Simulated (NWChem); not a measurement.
The numbers come from NWChem runs, not from measurements. System: F2Mg, charge 0, spin multiplicity 1, at a geometry optimised with PBE/def2-SVP. The structure started from a generated list of species. Level: CCSD(T)/def2-TZVP, 7 core orbitals frozen.

Part of the output:

```
             Northwest Computational Chemistry Package (NWChem) 7.3.0
             --------------------------------------------------------

                                NWChem Input Module
                                -------------------

 Scaling coordinates for geometry "geometry" by  1.889725989
 (inverse scale =  0.529177249)

 Turning off AUTOSYM since
 SYMMETRY directive was detected!

                             Geometry "geometry" -> ""
                             -------------------------

 Output coordinates in angstroms (scale by  1.889725989 to convert to a.u.)

  No.       Tag          Charge          X              Y              Z
 ---- ---------------- ---------- -------------- -------------- --------------
    1 Mg                  12.0000     0.00000000     0.00000000     0.00000000
    2 F                    9.0000     0.00000000     0.00000000     1.76819600
    3 F                    9.0000     0.00000000     0.00000000    -1.76819600

 Effective nuclear repulsion energy (a.u.)      76.7640942341

            Nuclear Dipole moment (a.u.)
            ----------------------------
        X                 Y               Z
 ---------------- ---------------- ----------------
     0.0000000000     0.0000000000     0.0000000000

      Symmetry information
      --------------------

 Group name             D2h
 Group number             26
 Group order               8
 No. of unique centers     2

      Symmetry unique atoms

     1    2


 Summary of "ao basis" -> "" (spherical)
 ------------------------------------------------------------------------------
       Tag                 Description            Shells   Functions and Types
 ---------------- ------------------------------  ------  ---------------------
 *                         def2-tzvp                  on all atoms

 Summary of "ao basis" -> "ao basis" (spherical)
 ------------------------------------------------------------------------------
       Tag                 Description            Shells   Functions and Types
 ---------------- ------------------------------  ------  ---------------------
 Mg                        def2-tzvp                12       32   5s4p3d
 F                         def2-tzvp                11       31   5s3p2d1f

                                 NWChem SCF Module
                                 -----------------

  ao basis        = "ao basis"
  functions       =    94
  atoms           =     3
  closed shells   =    15
  open shells     =     0
  charge          =   0.00
  wavefunction    = RHF
  use symmetry    = T
  symmetry adapt  = T

 Summary of "ao basis" -> "ao basis" (spherical)
 ------------------------------------------------------------------------------
       Tag                 Description            Shells   Functions and Types
 ---------------- ------------------------------  ------  ---------------------
 Mg                        def2-tzvp                12       32   5s4p3d
 F                         def2-tzvp                11       31   5s3p2d1f

      Symmetry analysis of basis
      --------------------------

        ag         25
        au          3
        b1g         6
        b1u        18
        b2g        10
        b2u        11
        b3g        10
        b3u        11

 Forming initial guess at       0.0s

      Superposition of Atomic Density Guess
      -------------------------------------

 Sum of atomic energies:        -398.44278792

      Non-variational initial energy
      ------------------------------

 Total energy =    -398.242764
 1-e energy   =    -710.477388
 2-e energy   =     235.470529
 HOMO         =      -0.657021
 LUMO         =      -0.134497

      Symmetry analysis of molecular orbitals - initial
      -------------------------------------------------

 !! scf_movecs_sym_adapt:   60 vectors were symmetry contaminated

  Symmetry fudging

 !! scf_movecs_sym_adapt:   58 vectors were symmetry contaminated

  Numbering of irreducible representations:

     1 ag          2 au          3 b1g         4 b1u         5 b2g
     6 b2u         7 b3g         8 b3u

  Orbital symmetries:

     1 ag          2 ag          3 b1u         4 ag          5 b1u
[...]
    45      0.198019  2 F  py                76     -0.198019  3 F  py

 Vector   15  Occ=2.000000D+00  E=-5.672198D-01  Symmetry=b2g
              MO Center=  2.8D-17, -6.0D-32, -1.6D-16, r^2= 3.6D+00
   Bfn.  Coefficient  Atom+Function         Bfn.  Coefficient  Atom+Function
  ----- ------------  ---------------      ----- ------------  ---------------
    38      0.335162  2 F  px                69     -0.335162  3 F  px
    41      0.295035  2 F  px                72     -0.295035  3 F  px
    44      0.198019  2 F  px                75     -0.198019  3 F  px

 Vector   16  Occ=0.000000D+00  E= 1.138423D-02  Symmetry=ag
              MO Center=  2.1D-16,  2.3D-16, -6.5D-16, r^2= 6.3D+00
   Bfn.  Coefficient  Atom+Function         Bfn.  Coefficient  Atom+Function
  ----- ------------  ---------------      ----- ------------  ---------------
     5      1.060814  1 Mg s                 30     -0.209942  1 Mg d  0

 Vector   17  Occ=0.000000D+00  E= 7.836298D-02  Symmetry=b2u
              MO Center=  1.4D-32, -4.6D-17,  1.3D-17, r^2= 6.7D+00
   Bfn.  Coefficient  Atom+Function         Bfn.  Coefficient  Atom+Function
  ----- ------------  ---------------      ----- ------------  ---------------
    16      1.060545  1 Mg py                45     -0.166572  2 F  py
    76     -0.166572  3 F  py

 Vector   18  Occ=0.000000D+00  E= 7.836298D-02  Symmetry=b3u
              MO Center= -1.1D-16,  1.2D-30,  2.8D-17, r^2= 6.7D+00
   Bfn.  Coefficient  Atom+Function         Bfn.  Coefficient  Atom+Function
  ----- ------------  ---------------      ----- ------------  ---------------
    15      1.060545  1 Mg px                44     -0.166572  2 F  px
    75     -0.166572  3 F  px

 center of mass
 --------------
 x =   0.00000000 y =   0.00000000 z =   0.00000000

 moments of inertia (a.u.)
 ------------------
         424.234029445911           0.000000000000           0.000000000000
           0.000000000000         424.234029445911           0.000000000000
           0.000000000000           0.000000000000           0.000000000000

  Mulliken analysis of the total density
  --------------------------------------

    Atom       Charge   Shell Charges
 -----------   ------   -------------------------------------------------------
    1 Mg  12    10.66   2.00  0.70  1.29  0.22 -0.03  5.14  0.88  0.18  0.05  0.00  0.16  0.07
    2 F    9     9.67   0.77  1.20  0.59  0.99  0.40  2.23  2.28  1.19  0.00  0.00  0.00
    3 F    9     9.67   0.77  1.20  0.59  0.99  0.40  2.23  2.28  1.19  0.00  0.00  0.00

       Multipole analysis of the density wrt the origin
       ------------------------------------------------

     L   x y z        total         open         nuclear
     -   - - -        -----         ----         -------
     0   0 0 0     -0.000000      0.000000     30.000000

     1   1 0 0      0.000000      0.000000      0.000000
     1   0 1 0     -0.000000      0.000000      0.000000
     1   0 0 1      0.000000      0.000000      0.000000

     2   2 0 0    -11.285232      0.000000      0.000000
     2   1 1 0     -0.000000      0.000000      0.000000
     2   1 0 1      0.000000      0.000000      0.000000
     2   0 2 0    -11.285232      0.000000      0.000000
     2   0 1 1      0.000000      0.000000      0.000000
     2   0 0 2    -27.099812      0.000000    200.969885

                   NWChem Extensible Many-Electron Theory Module
                   ---------------------------------------------


            General Information
            -------------------
      Number of processors :     1
         Wavefunction type : Restricted Hartree-Fock
          No. of electrons :    30
           Alpha electrons :    15
            Beta electrons :    15
           No. of orbitals :   188
            Alpha orbitals :    94
             Beta orbitals :    94
        Alpha frozen cores :     7
         Beta frozen cores :     7
     Alpha frozen virtuals :     0
      Beta frozen virtuals :     0
         Spin multiplicity : singlet
    Number of AO functions :    94
       Number of AO shells :    34
        Use of symmetry is : on
      Symmetry adaption is : on
         Schwarz screening : 0.10D-09

          Correlation Information
          -----------------------
          Calculation type : Coupled-cluster singles & doubles w/ perturbation
   Perturbative correction : (T)
            Max iterations :      100
        Residual threshold : 0.10D-05
     T(0) DIIS level shift : 0.00D+00
     L(0) DIIS level shift : 0.00D+00
     T(1) DIIS level shift : 0.00D+00
     L(1) DIIS level shift : 0.00D+00
     T(R) DIIS level shift : 0.00D+00
     T(I) DIIS level shift : 0.00D+00
   CC-T/L Amplitude update :  5-th order DIIS
                I/O scheme : Global Array Library
        L-threshold :  0.10D-05
        EOM-threshold :  0.10D-05
 no EOMCCSD initial starts read in
 TCE RESTART OPTIONS
 SLICE:      F
 D4D5:       F
 quantumc:   F
 qrotation:  F
 pwtce:      F
 qducc:      F
 nacto:                         0
 nrotv:                         0
 nrot:                          0

            Memory Information
            ------------------
          Available GA space size is     249027964 doubles
          Available MA space size is     104851620 doubles

 Maximum block size supplied by input
 Maximum block size        24 doubles

 tile_dim =     20

 -------------------------------------------------

 Global array virtual files algorithm will be used

 Parallel file system coherency ......... OK

 4-electron integrals stored in orbital form

 v2    file size   =          1621403
 4-index algorithm nr.  13 is used
 imaxsize =       30
 imaxsize ichop =        0


CCSD iterations
 ---------------------------------------------------------
 Iter          Residuum       Correlation     Cpu    Wall
 ---------------------------------------------------------
    1   0.1905078883045  -0.5495587749155     1.4     1.4
    2   0.0396823730965  -0.5375805226774     1.4     1.4
    3   0.0121601078206  -0.5454901957509     1.4     1.4
    4   0.0058174150544  -0.5450832111256     1.4     1.4
    5   0.0022110005983  -0.5457839701388     1.4     1.4
    6   0.0007074039424  -0.5457947711687     1.4     1.4
    7   0.0003579504115  -0.5458097629502     1.5     1.5
    8   0.0001587190292  -0.5458144145849     1.4     1.4
    9   0.0001125959647  -0.5458150088752     1.4     1.4
   10   0.0000532290556  -0.5458185890799     1.4     1.4
   11   0.0000120824308  -0.5458195888622     1.4     1.4
   12   0.0000054169860  -0.5458197188077     1.4     1.4
   13   0.0000029983025  -0.5458195829925     1.4     1.4
   14   0.0000016791773  -0.5458195693821     1.4     1.4
   15   0.0000010061774  -0.5458195485865     1.4     1.4
   16   0.0000002536088  -0.5458195373629     1.4     1.4
 -----------------------------------------------------------------
 Iterations converged
 CCSD correlation energy / hartree =        -0.545819537362873
 CCSD total energy / hartree       =      -399.251520181009994

 Singles contributions

 Doubles contributions
 CCSD(T)
 Using plain CCSD(T) code
             total no. of tasks         5376
 total no. of tasks / no. procs         5376
                         wl_min           54           1.9
                         wl_max        64000           6.3
        thresh for no. of tasks         5376

 CCSD[T]  correction energy / hartree =        -0.015782640611653
 CCSD[T] correlation energy / hartree =        -0.561602177974527
 CCSD[T] total energy / hartree       =      -399.267302821621627
 CCSD(T)  correction energy / hartree =        -0.014333189000795
 CCSD(T) correlation energy / hartree =        -0.560152726363668
 CCSD(T) total energy / hartree       =      -399.265853370010802

 Task  times  cpu:       47.5s     wall:       47.5s

 Total times  cpu:       47.5s     wall:       47.5s
```

Q: Write an NWChem input that would produce this output.

A: This is not unique; one that fits is 
```
start mol
memory heap 100 mb stack 700 mb global 1900 mb
geometry units angstroms nocenter noautoz
  Mg     0.000000     0.000000     0.000000
  F      0.000000     0.000000     1.768196
  F      0.000000     0.000000    -1.768196
  symmetry group D2h
end
basis spherical
  * library def2-tzvp
end
scf
  rhf
  nopen 0
  maxiter 100
  thresh 1e-7
  semidirect memsize 60000000 filesize 0
end
tce
  freeze core 7
  ccsd(t)
  2eorb
  2emet 13
  thresh 1e-6
  maxiter 100
  tilesize 24
end
task tce energy
```
